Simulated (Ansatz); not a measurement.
`O[Si](F)(F)S[Si](O)(F)F` → 4 F• + 2 H• + 2 O• + S• + 2 Si•  (atomization)

Calculated with Ansatz (gas phase, PBE0-D4/def2-TZVP geometries, no zero-point term in ΔE). CCSD(T)/CBS is the MP2 limit (def2-TZVPP, def2-QZVPP) plus CCSD(T) − MP2 in def2-TZVPP, frozen cores. This one scheme is used for every species, atoms too. DFT in def2-TZVPP. B3LYP here is the variant with VWN-RPA as its local correlation; programs differ in this. HSE06 is defined as in plane-wave codes. No spin–orbit coupling; open shells (•) take unrestricted orbitals. Spin–orbit coupling would lower the free atoms: a little for F, O, S, Si. One conformer a species, not always the lowest.

(1) What is ΔE at CCSD(T)/CBS? (Estimate.)

(2) What do these levels give: LDA (SPW92), r2SCAN-D4, B3LYP-D4, HSE06-D4, B2PLYP, r2SCANh, MP2/def2-SVP, CCSD/def2-SVP, HF/def2-TZVPP, MP2/def2-QZVPP, MP2/CBS(def2), CCSD/CBS(def2)? (Best estimate.)

Largest T1 diagnostic among the species: 0.012.

Results:

(1) Ansatz gave: +4909.0 kJ/mol.

(2) The calculation gave: LDA (SPW92) 5645.5, r2SCAN-D4 4892.7, B3LYP-D4 4806.6, HSE06-D4 4805.3, B2PLYP 4796.5, r2SCANh 4826.6, MP2/def2-SVP 4598.5, CCSD/def2-SVP 4334.8, HF/def2-TZVPP 3496.9, MP2/def2-QZVPP 5073.1, MP2/CBS(def2) 5141.3, CCSD/CBS(def2) 4819.2 kJ/mol.

From PBE to PBE0 (25 % exact exchange), in def2-TZVPP and without D4, ΔE moves by −130.9 kJ/mol: exact exchange takes away binding that semilocal exchange gives to molecules. At CCSD(T), def2-SVP lies −524.8 kJ/mol from the extrapolated value and def2-TZVPP −177.1 kJ/mol: correlation converges slowly with the basis, and small sets miss more of it in the bonded molecule than in its fragments.

For atomizations the MP2-based limit and the directly extrapolated one differ by several kJ/mol either way, and by 10 to 25 for some Ge, Se and Sn compounds, so smaller differences from it don't rank the levels.
